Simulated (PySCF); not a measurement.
# Electron correlation in Cu (copper, neutral)

[Ar] 3d10 4s1, 2S determinant. All numbers are calculated (PySCF 2.14, scalar relativity by spin-free X2C-1e, in aug-cc-pwCVTZ-DK with one added diffuse shell each of s, p, d, f, g type (11s10p8d5f4g, 152 functions)). Frozen: [Ar]; 11 electrons correlated.

MP2 pair energies summed by pair of shells (mhartree):

```
 pair   energy  share (%)
3d-3d  -523.21       94.6
3d-4s   -29.63        5.4
```

Total MP2 correlation energy: -552.84 mhartree.

Same-spin part -200.94 and opposite-spin part -351.89 mhartree; SCS-MP2 scales them by 1/3 and 6/5 to -489.25 mhartree.
